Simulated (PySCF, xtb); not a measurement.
C₄H₅FSi, SMILES C#C/C(F)=C/[SiH3].

GFN2-xTB (xtb 6.7.1) at its own geometry gives an orbital gap of 3.70 eV and a dipole moment of 1.86 D.

Geometry: PBE0-D3(BJ)/def2-SVP. The structure was generated by enumeration; whether it is a known compound was not checked.

### Question
What does CAM-B3LYP/def2-TZVP in PySCF give? (An estimate is asked for; the answer gives what the named calculation found.)

### Answer
gap 8.18 eV (levels -8.67 and -0.49 eV), dipole 1.76 D.
